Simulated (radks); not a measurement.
Species: Ni IV. Configuration: [Ne] 3s1.75 3p6 3d7 4d0.25 (fractional occupations, a model configuration).

Calculated with a radial shooting solver on a logarithmic mesh with Libxc functionals: scalar-relativistic Kohn-Sham, r2SCAN, spin-polarised, spherical densities, finite nucleus; open shells are filled with parallel spins first; meta-GGA in the generalised Kohn-Sham scheme; Fermi nuclear charge, rms radius 3.7757 fm.

Energy parts (eV):
part                      energy
total                 -41286.810
kinetic                41863.682
electron-nucleus      -98035.953
Hartree                16581.255
exchange-correlation   -1695.793

Orbitals (lengths in bohr, moments of r in powers of bohr; <r^-3> diverges for s and p1/2; r(max) is where P^2 peaks; r(90%) holds 90 % of the orbital's charge):
orbital  occ.  eigenvalue (eV)  r(90%)   r(max)   <r^-3>       <r^4>
1s up       1        -8283.679  0.0966  0.03540        -  0.00003995
1s down     1        -8283.525  0.0966  0.03540        -  0.00003995
2s up       1        -1037.400   0.379   0.2044        -    0.008716
2s down     1        -1034.844   0.378   0.2042        -    0.008649
2p up       3        -896.9391   0.352   0.1649    623.9    0.006585
2p down     3        -894.9487   0.351   0.1648    625.8    0.006520
3s up       1        -160.2077    1.09   0.6365        -      0.6075
3s down  0.75        -154.7588    1.10   0.6382        -      0.6243
3p up       3        -118.7209    1.17   0.6435    81.74      0.7996
3p down     3        -113.3629    1.18   0.6458    80.00      0.8342
3d up       5         -52.5487    1.45   0.6165    8.129       1.980
3d down     2         -47.4562    1.51   0.6236    7.812       2.343
4s up       0         -34.5589    3.08    1.860        -       38.08
4s down     0         -32.7251    3.11    1.894        -       39.88
4p up       0         -26.2994    3.62    2.150    8.160       71.61
4p down     0         -24.6749    3.64    2.179    7.824       73.95
4d up    0.25         -15.8401    5.07    3.068   0.6132       274.6
4f up       0          -9.4946    7.08    4.357  0.02029        1051

The highest occupied level is 4d up at -15.840 eV. The configuration is held as typed, so some empty levels lie below it. The electron density at the nucleus is 1.973e+04 e/bohr^3 (large components only). Spin moment in Bohr magnetons: 3.5.

Run on one thread of a shared host, so times are rough (Intel(R) Xeon(R) Platinum 8259CL CPU @ 2.50GHz): 0.25 s of CPU time, 0.25 s wall, 13 iterations on 2213 mesh points.
